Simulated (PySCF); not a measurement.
## InH: energy against distance

Set-up: basis In def2-SVP with ECP28, H def2-SVP; scalar-relativistic core potentials; PySCF 2.14. Energies in eV from In + H in their ground configurations at the same level. All curves are PBE0. state 1: ¹Σ⁺ (singlet), closed shell; state 2: ³Π (triplet), unpaired electrons σ ↑, π ↑, a second solution, started from another occupation.

```tsv
R (Å)	state 1	state 2
1.603	-2.223	-0.4370
1.678	-2.421	-0.5559
1.752	-2.534	-0.6044
1.808	-2.576	-0.6077
1.864	-2.589	-0.5906
1.920	-2.577	-0.5594
1.994	-2.531	-0.5038
2.088	-2.438	-0.4247
2.200	-2.289	-0.3316
2.349	-2.053	-0.2282
```

Task: Put a parabola through the three lowest points of the state 1 curve and estimate Re, k and ωe (reduced mass 0.9991 u; 1 eV/Å² = 0.16022 mdyn/Å; ωe = 1302.8·√(k/μ) cm⁻¹).

Result: Through R = 1.808, 1.864, 1.92 Å the second-order coefficient is 3.99 eV/Å², so Re ≈ 1.865 Å, k ≈ 1.28 mdyn/Å and ωe ≈ 1473 cm⁻¹. A polynomial fit of higher order to the unrounded PBE0 energies gives Re = 1.863 Å, k = 1.24 mdyn/Å, ωe = 1451 cm⁻¹; anharmonicity and rounding make the difference.

The higher-order fit for each curve: state 1: Re = 1.863 Å, ωe = 1451 cm⁻¹, De = 2.59 eV; state 2: Re = 1.787 Å, ωe = 1405 cm⁻¹, minimum 0.61 eV below the ground-state fragments.

Spin–orbit coupling is left out, which matters for elements this heavy, above all for dissociation energies.
